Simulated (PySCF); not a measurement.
SMILES CO[Si](O)(O)C(C)C (GFN2-xTB optimised geometry):

```
20

C      1.101    -0.697     0.350
O      0.229     0.342     0.000
Si    -1.396     0.342     0.000
O     -1.835     1.911     0.000
O     -1.925    -0.333     1.387
C     -2.156    -0.566    -1.506
C     -1.800    -2.054    -1.535
C     -1.755     0.086    -2.831
H      2.062    -0.250     0.609
H      1.237    -1.380    -0.491
H      0.716    -1.255     1.204
H     -1.309     2.531    -0.496
H     -2.771    -0.070     1.735
H     -3.247    -0.496    -1.431
H     -2.330    -2.561    -2.340
H     -0.732    -2.185    -1.698
H     -2.062    -2.531    -0.594
H     -2.090     1.120    -2.866
H     -0.673     0.072    -2.951
H     -2.199    -0.447    -3.671
```

Calculation: PBE0/def2-SVP in PySCF 2.14.0.

Q: What are the frontier orbital energies and the dipole moment?

A: HOMO-2 -8.76 eV, HOMO-1 -8.21 eV, HOMO -7.46 eV, LUMO 1.34 eV, LUMO+1 1.95 eV; dipole moment 0.64 D.

On the same geometry PySCF 2.14.0 with PBE/def2-SVP gives HOMO-2 -6.97 eV, HOMO-1 -6.50 eV, HOMO -6.00 eV, LUMO 0.43 eV, LUMO+1 1.03 eV; dipole moment 0.50 D.

Meta-Löwdin charges at PBE0/def2-SVP: C1 -0.07, O2 -0.61, Si3 1.40, O4 -0.72, O5 -0.72, C6 -0.31, C7 -0.29, C8 -0.29, H9 0.11, H10 0.09, H11 0.10, H12 0.34, H13 0.34, H14 0.10, H15 0.09, H16 0.09, H17 0.10, H18 0.09, H19 0.09, H20 0.09.
